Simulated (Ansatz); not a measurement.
Compare A (`C1C[O][AlH][CH2]1`) with its isomer B (`C=CC[O][AlH2]`).

Gas-phase electronic energies from Ansatz, PBE0-D4/def2-TZVP geometries. CCSD(T)/CBS is the MP2 limit (def2-TZVPP, def2-QZVPP) plus CCSD(T) − MP2 in def2-TZVPP, frozen cores. DFT in def2-TZVPP. B3LYP here is the variant with VWN-RPA as its local correlation; programs differ in this. One conformer a species, not always the lowest.

Problem. Which is lower in electronic energy at CCSD(T)/CBS, and by how much? (Estimate.)

Solution. Ansatz gave: A, by 88.0 kJ/mol.

Problem. Give E(B) − E(A) in kJ/mol with PBE-D4, HF/def2-TZVPP, B3LYP-D4, CCSD/def2-TZVPP, B3LYP, PBE0-D4, B2PLYP. (Best estimate.)

Solution. The calculation gave: PBE-D4 96.2, HF/def2-TZVPP 55.7, B3LYP-D4 75.9, CCSD/def2-TZVPP 85.4, B3LYP 71.5, PBE0-D4 103.5, B2PLYP 80.0. None reverses the order clearly.

Largest T1 diagnostic: 0.013.

The D4 term adds +4.4 kJ/mol with B3LYP and +1.9 kJ/mol with PBE0; it sums over pairs of atoms, weighted by their polarisabilities, and B3LYP, whose exchange is more repulsive, gets the larger term. In def2-TZVPP, CCSD(T) changes the Hartree–Fock value by +31.2 kJ/mol (the triples alone add +1.5 kJ/mol) and MP2 by +41.9 kJ/mol.
